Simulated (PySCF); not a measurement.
Isomers of C8H9BS, from PBE0-D3(BJ)/def2-SVP geometry optimisation, gas phase in PySCF. One conformer each, no zero-point energy, no frequencies.

Task: Which is lower in electronic energy at this level?
A. `C#Cc1ccc(B(C)C)s1`: A = 3032, B = 644.0, C = 535.0 MHz, dipole 0.65 D
B. `[CH3:1][C:2](=[S:3])[B:4]1[CH:5]=[CH:6][CH:7]=[CH:8][CH:9]=[CH:10]1` with C1–C2–B4–C5 60°: A = 2190, B = 682.4, C = 588.2 MHz, dipole 3.55 D

Result: B. That is `CC(=S)B1C=CC=CC=C1`, 9.0 kcal/mol below the other.

```json
{"SMILES": "CC(=S)B1C=CC=CC=C1", "mapped SMILES": "[CH3:1][C:2](=[S:3])[B:4]1[CH:5]=[CH:6][CH:7]=[CH:8][CH:9]=[CH:10]1", "E (Eh)": "-732.37941", "relative (kcal/mol)": "0.0", "relative (kJ/mol)": "0.0", "dipole (D)": "3.55"}
{"SMILES": "C#Cc1ccc(B(C)C)s1", "mapped SMILES": "[CH:1]#[C:2][c:3]1[cH:4][cH:5][c:6]([B:7]([CH3:8])[CH3:9])[s:10]1", "E (Eh)": "-732.36506", "relative (kcal/mol)": "9.0", "relative (kJ/mol)": "37.7", "dipole (D)": "0.65"}
```
